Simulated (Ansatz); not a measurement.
Geometry optimisation, RKS PBE0-D4/def2-SVP (Ansatz).

input.yaml

```yaml
crystal:
  periodic: [false, false, false]
  atoms:
    - { symbol: Zn, position_ang: [0.0, 0.0, 0.0] }
    - { symbol: Cl, position_ang: [0.0, 0.0, 2.59] }
    - { symbol: Cl, position_ang: [0.0, 0.0, -2.24] }
    - { symbol: F, position_ang: [-1.898, 0.0, 0.6306] }
    - { symbol: H, position_ang: [-1.4168, 0.0, 1.7691] }
basis:
  gaussian: { orbitals: def2-SVP }
hamiltonian:
  xc: pbe0
  dispersion: d4
relax:
  f_tol: 0.15
  max_steps: 25
  restrain:
    - { distance: [0, 3], at: 1.7, k: 30.0 }
    - { distance: [4, 1], at: 1.37, k: 30.0 }
    - { distance: [0, 1], at: 3.44, k: 30.0 }
    - { distance: [4, 3], at: 2.12, k: 30.0 }
```

Command:

```bash
$ ansatz run input.yaml --threads 2 --pin off --max-ram 3072MiB --backend cpu --events-out ev --progress --plain --runs-dir out
```

**Question.** Where does it end, and by what steps?

**Answer.** The forces met the threshold. The restraints hold the end off the free minimum. After 7 steps the energy has fallen by 0.181 eV (the restraints' own energy left out); Zn1 moved furthest, 1.00 Å.

```tsv
step	energy less start (eV)	largest force component (eV/Å)	accepted
0	0.0000	1.949	yes
1	0.4714	2.050	yes
2	0.5751	2.183	yes
3	0.3755	1.549	yes
4	0.0380	1.060	yes
5	-0.1236	1.121	yes
6	-0.1504	1.230	yes
7	-0.1811	1.101	yes
```

```xyz
5
Properties=species:S:1:pos:R:3
Zn -0.788 0.000 -0.609
Cl 0.143 -0.001 2.700
Cl 0.602 0.000 -2.173
F -2.126 -0.001 0.482
H -1.145 0.002 2.351
```

The run took 18 s on 2 threads of Arm Neoverse V2, on a shared host, peak memory 0.18 GiB.
